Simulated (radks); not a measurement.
Spherical quantum dot in the effective-mass picture: electrons in a hard-walled sphere of radius 6.82, all in effective atomic units (hartree* = m*/eps^2 hartree, bohr* = eps/m* bohr), one dielectric constant everywhere. Method: non-relativistic Kohn-Sham, LDA (Slater exchange, Perdew-Wang correlation), spin-polarised, spherical densities; computed with a radial shooting solver with Libxc functionals. Levels are named by radial order and angular momentum (1s, 1p, 1d, 2s, ...), and open shells are averaged over m.

N = 13, configuration 1s2 1p6 1d(up 5, down 0). This is the lowest configuration that the search found. Occupied and some empty levels:

| level | occupation | eigenvalue (hartree*) | <r> (bohr*) |
|---|---|---|---|
| 1s up | 1 | 2.4117 | 4.697 |
| 1s down | 1 | 2.4506 | 4.661 |
| 1p up | 3 | 2.4644 | 4.829 |
| 1p down | 3 | 2.5045 | 4.812 |
| 1d up | 5 | 2.5586 | 4.958 |
| 1d down | 0 | 2.5997 | 4.951 |
| 1f up | 0 | 2.6893 | 5.073 |
| 1f down | 0 | 2.7309 | 5.071 |
| 2s up | 0 | 2.8410 | 3.098 |
| 2s down | 0 | 2.8577 | 3.076 |
| 2p up | 0 | 3.0136 | 3.608 |
| 2p down | 0 | 3.0360 | 3.588 |

Energy (hartree*): total 17.3813, kinetic 4.1859, external 0, Hartree 16.048, exchange-correlation -2.8530.

Electron density:

| r (bohr*) | n(r) (e/bohr*^3) |
|---|---|
| 0.537 | 0.0006130 |
| 1.04 | 0.0009219 |
| 1.55 | 0.001557 |
| 2.06 | 0.002708 |
| 2.57 | 0.004629 |
| 3.08 | 0.007549 |
| 3.59 | 0.01146 |
| 4.10 | 0.01575 |
| 4.61 | 0.01878 |
| 5.12 | 0.01825 |
| 5.63 | 0.01295 |
| 6.13 | 0.005245 |
| 6.64 | 0.0003572 |
